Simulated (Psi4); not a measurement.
Approach curve of the dimer CH4 ··· CF4 (SMILES C and FC(F)(F)F). Monomers: optimised at B3LYP-D3(BJ) (def2-TZVP), held rigid. Orientation: lowest of the rigid-body minima from ten starts at GFN2-xTB. The monomers approach along the line of their centres of mass (distance R); nothing else relaxes.

PBE/def2-TZVP, counterpoise-corrected (Psi4); PBE-D3(BJ)/def2-TZVP, counterpoise-corrected (Psi4); SAPT0/jun-cc-pVDZ, frozen core (Psi4).

Interaction energies in kcal/mol; the last columns give the difference from SAPT0:

| R / Å | PBE/def2-TZVP | PBE-D3(BJ)/def2-TZVP | SAPT0/jun-cc-pVDZ | PBE/def2-TZVP − SAPT0/jun-cc-pVDZ | PBE-D3(BJ)/def2-TZVP − SAPT0/jun-cc-pVDZ |
|---|---|---|---|---|---|
| 3.02 | 6.55 | 5.29 | 5.79 | 0.75 | -0.51 |
| 3.27 | 2.16 | 1.09 | 1.68 | 0.48 | -0.60 |
| 3.44 | 0.86 | -0.09 | 0.53 | 0.33 | -0.61 |
| 3.66 | 0.09 | -0.68 | -0.10 | 0.20 | -0.58 |
| 3.87 | -0.17 | -0.80 | -0.29 | 0.12 | -0.51 |
| 4.08 | -0.24 | -0.74 | -0.32 | 0.08 | -0.43 |
| 4.34 | -0.22 | -0.60 | -0.27 | 0.05 | -0.33 |
| 4.68 | -0.15 | -0.40 | -0.19 | 0.04 | -0.21 |
| 5.14 | -0.07 | -0.22 | -0.11 | 0.04 | -0.10 |
| 5.89 | -0.01 | -0.08 | -0.05 | 0.03 | -0.03 |
| 6.89 | 0.00 | -0.03 | -0.02 | 0.02 | -0.01 |
| 8.17 | 0.00 | -0.01 | -0.01 | 0.01 | 0.00 |

PBE/def2-TZVP is furthest from SAPT0/jun-cc-pVDZ at 3.02 (0.75 kcal/mol, above); its mean absolute difference over the points is 0.18 kcal/mol.

PBE-D3(BJ)/def2-TZVP is furthest from SAPT0/jun-cc-pVDZ at 3.44 (-0.61 kcal/mol, below); its mean absolute difference over the points is 0.33 kcal/mol.
